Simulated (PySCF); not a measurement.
A structure optimised at B3LYP-D3(BJ)/def2-SVP, used in a PySCF frequency run:

```xyz
5

F      0.0000     0.0000     2.4185
Sn     0.0000     0.0000     0.4774
I      2.2346     1.2902    -0.2870
I      0.0000    -2.5803    -0.2870
I     -2.2346     1.2902    -0.2870
```
Charge 0, spin multiplicity 1.

Problem. Write its SMILES, formula and point group.

Solution. [F][Sn]([I])([I])[I], FI3Sn, C3v

Problem. What are its rotational constants (standard atomic weights)?

Solution. 0.35172, 0.35172, 0.19938 GHz
